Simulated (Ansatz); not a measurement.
Mulliken charges of `NBO[SiH3]` from PBE/def2-TZVPP in Ansatz (PBE0-D4/def2-TZVP geometry).

```csv
atom,x (Å),y (Å),z (Å),charge (e)
N1,-1.386,1.604,-0.347,-0.284
B2,-0.205,0.863,-0.301,0.125
O3,-0.229,-0.408,0.213,-0.288
Si4,0.936,-1.545,0.419,0.348
H5,-1.425,2.537,-0.712,0.174
H6,-2.266,1.244,-0.016,0.166
H7,0.817,1.344,-0.711,-0.046
H8,1.027,-1.884,1.861,-0.063
H9,0.560,-2.762,-0.344,-0.063
H10,2.253,-1.045,-0.059,-0.069
```

By hand: the dipole of these point charges (1 e Å = 4.8032 D).

Σ q r = (-0.157, 0.183, -0.040) e Å, of length 0.244 e Å = 1.17 D.

How does the dipole of the full density compare? (Estimate.)

The calculation gave: (-0.219, 0.193, -0.031) e Å, 1.41 D; the point charges give 0.83 times that, at 9° from its direction.

Point charges leave out the atoms' own dipoles, such as those of lone pairs, and Mulliken's split depends on the basis, so the two needn't agree.
